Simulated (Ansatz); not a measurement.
Cost and result for the atomization energy of C$_{4}$H$_{8}$F$_{2}$O$_{2}$Si$_{2}$ (`CO[Si@H](F)C#C[Si@@H](F)OC`) (18 atoms, 17 bonds).

Cartesian coordinates in Å:
```
C -2.278 2.182 -1.529
O -1.819 1.274 -2.512
Si -1.166 -0.180 -2.253
F -2.256 -1.225 -1.748
C 0.093 -0.083 -0.932
C 0.939 0.013 -0.067
Si 2.226 0.107 1.227
F 1.765 1.259 2.225
O 2.361 -1.312 1.986
C 1.303 -2.115 2.473
H -3.255 1.875 -1.149
H -2.372 3.163 -1.996
H -1.574 2.254 -0.694
H -0.612 -0.658 -3.527
H 3.546 0.455 0.685
H 1.697 -3.114 2.658
H 0.489 -2.184 1.745
H 0.912 -1.709 3.409
```

Total charge 0; spin multiplicity 1. The geometry is a stationary point of PBE0-D4/def2-TZVP. It is one conformer, not always the lowest. Program: Ansatz. All runs use 4 threads of an AMD EPYC 7R13 on a shared host and a share of an NVIDIA H100 80 GB. Times are those of one run each, without the atoms' runs, and a repeat can differ threefold. Electronic energies, without spin–orbit coupling; frozen cores. CCSD(T)/CBS adds CCSD(T) − MP2 in def2-TZVPP to the MP2 limit, and its time is that of the two runs behind it. T1 = 0.012. HSE06 is the plane-wave form, built on full-range PBE exchange.

CCSD(T)/CBS is a level of theory with its own doubt, some kJ/mol a heavy atom from the limit and from the frozen cores, so smaller differences don't rank the functionals.

| level | functions | wall time |
| --- | --- | --- |
| CCSD(T)/def2-SVP | 188 | 18 s |
| BHLYP-D4/def2-TZVPP | 444 | 18 s |
| ωB97X-V/def2-TZVPP | 444 | 20 s |
| ωB97M-V/def2-TZVPP (with forces) | 444 | 22 s |
| BLYP-D4/def2-TZVPP | 444 | 22 s |
| PBE0-D4/def2-TZVPP | 444 | 23 s |
| MP2/def2-QZVPP | 836 | 23 s |
| revPBE-D4/def2-TZVPP | 444 | 24 s |
| CAM-B3LYP-D4/def2-TZVPP | 444 | 30 s |
| r2SCANh-D4/def2-TZVPP | 444 | 37 s |
| HSE06-D4/def2-TZVPP | 444 | 40 s |
| CCSD(T)/def2-TZVPP | 444 | 41 s |
| CCSD(T)/CBS(def2) | – | 64 s |

What atomization energy does each give, and how far from CCSD(T)/CBS? (Estimate.)

Ansatz gave: 
| level | atomization (kJ/mol) | difference from CCSD(T)/CBS | per bond |
| --- | --- | --- | --- |
| CCSD(T)/def2-SVP | 7101.7 | -497.5 | -29.3 |
| BHLYP-D4/def2-TZVPP | 7318.9 | -280.3 | -16.5 |
| ωB97X-V/def2-TZVPP | 7587.3 | -11.9 | -0.7 |
| ωB97M-V/def2-TZVPP (with forces) | 7594.8 | -4.4 | -0.3 |
| BLYP-D4/def2-TZVPP | 7566.6 | -32.6 | -1.9 |
| PBE0-D4/def2-TZVPP | 7550.7 | -48.5 | -2.9 |
| MP2/def2-QZVPP | 7731.4 | 132.2 | 7.8 |
| revPBE-D4/def2-TZVPP | 7503.0 | -96.2 | -5.7 |
| CAM-B3LYP-D4/def2-TZVPP | 7611.2 | 12.0 | 0.7 |
| r2SCANh-D4/def2-TZVPP | 7533.6 | -65.6 | -3.9 |
| HSE06-D4/def2-TZVPP | 7556.4 | -42.8 | -2.5 |
| CCSD(T)/def2-TZVPP | 7388.2 | -211.0 | -12.4 |
| CCSD(T)/CBS(def2) | 7599.2 | 0.0 | 0.0 |

From r2SCAN to r2SCAN0 (25 % exact exchange), in def2-TZVPP and without D4, the atomization energy moves by −149.4 kJ/mol: exact exchange takes away binding that semilocal exchange gives to molecules. The D4 term adds +69.4 kJ/mol with B3LYP and +37.4 kJ/mol with PBE0; it sums over pairs of atoms, weighted by their polarisabilities, and B3LYP, whose exchange is more repulsive, gets the larger term. In def2-TZVPP, CCSD(T) changes the Hartree–Fock value by +1823.3 kJ/mol (the triples alone add +121.7 kJ/mol) and MP2 by +2039.2 kJ/mol; breaking electron pairs costs correlation energy, which Hartree–Fock lacks.

B3LYP here is the variant with VWN-RPA as its local correlation; programs differ in this.
